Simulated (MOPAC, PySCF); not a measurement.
HClGeS, SMILES `[Cl][Ge][SH]` (lower singlet; H–S–Ge–Cl torsion 180°), neutral singlet in the gas phase. This singlet lies 2.28 eV below the relaxed triplet at the level frozen-core CCSD(T)/cc-pVTZ // B3LYP-D3(BJ)/def2-TZVP (Ansatz).

Cartesian coordinates (Å):
SMILES: [SH][Ge][Cl]
```xyz
4

S     -0.7833    -0.2391     0.8591
Ge     0.4252     0.4845    -0.8999
Cl     2.1677    -0.8351    -0.5475
H     -1.8095     0.5897     0.5883
```
Charge 0, multiplicity 1.

All levels are single points at this geometry (B3LYP-D3(BJ)/def2-TZVP); Pople sets use spherical d functions. Orbital energies aren't observables, and empty levels follow the basis.

```csv
level,HOMO (eV),LUMO (eV),gap (eV),dipole (D),"vertical IE, Delta-SCF (eV)"
B3LYP-D3(BJ)/def2-TZVP in PySCF,-7.34,-2.93,4.41,2.66,–
PBE-D3(BJ)/def2-TZVP in PySCF,-6.47,-3.44,3.03,2.49,–
B3LYP/3-21G in PySCF,-7.44,-3.13,4.30,3.73,–
B3LYP/6-311+G** (LANL2DZ on Ge) in PySCF,-7.47,-3.18,4.29,3.14,–
B3LYP/6-31G* in PySCF,-7.36,-2.96,4.40,2.90,9.69
B3LYP/LANL2DZ in PySCF,-7.44,-3.19,4.25,3.68,–
BP86/6-31G* in PySCF,-6.61,-3.59,3.02,2.75,–
M06-2X/6-31G* in PySCF,-8.59,-1.90,6.69,2.96,–
PBE/6-31G* in PySCF,-6.50,-3.47,3.03,2.75,9.50
SVWN5/6-31G* in PySCF,-6.62,-3.65,2.97,2.77,9.69
HF/3-21G in PySCF,-10.07,-0.30,9.77,4.43,–
HF/STO-3G in PySCF,-6.92,3.74,10.66,3.54,–
PM3 in MOPAC,-9.57,-1.46,8.11,5.44,–
```
